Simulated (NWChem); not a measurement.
Molecule: TlCl; SMILES [Tl][Cl]

Results from NWChem. Structure relaxed at the PBE-D3(BJ)/def2-SVP level. def2 effective core potentials on Tl; no spin-orbit coupling. Vertical excitations in the gas phase; the lowest state need not have the same character in each row.

For level PBE/def2-SVP, TDA:

```
Property                                  Value
----------------------------------------  -----
lowest excitation, singlet (eV)            3.93
lowest state with f > 0.02, singlet (eV)   4.18
orbital gap (eV)                           3.91
```

Task: What are these values for level B3LYP/def2-SVP, TDA?

Result: 
* **lowest excitation, singlet (eV)**: 4.26
* **lowest state with f > 0.02, singlet (eV)**: 4.31
* **orbital gap (eV)**: 5.12
